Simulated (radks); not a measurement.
Task: Sc5+, 16 electrons, occupied as [Ne] 3s2 3p4. Method: Dirac Kohn-Sham, PBE, spin-unpolarised, spherical densities, point nucleus; open shells fill j = l - 1/2 first; computed with a radial shooting solver on a logarithmic mesh with Libxc functionals. Some entries of the table are withheld. Estimate them.

orbital  occ.  eigenvalue (hartree)  <r^2> (bohr^2)  <1/r> (bohr^-1)
1s1/2       2             -164.6330        0.007175            20.77
2s1/2       2                   (1)             (2)            4.315
2p1/2       2             -17.36991          0.1149              (3)
2p3/2       4             -17.19846          0.1168              (4)
3s1/2       2              -4.62491           1.163            1.396
3p1/2       2              -3.80724           1.278            1.302
3p3/2       2              -3.78398           1.291            1.293

Result: 
(1) 2s1/2 eigenvalue (hartree): -20.40679
(2) 2s1/2 <r^2> (bohr^2): 0.1389
(3) 2p1/2 <1/r> (bohr^-1): 4.244
(4) 2p3/2 <1/r> (bohr^-1): 4.195
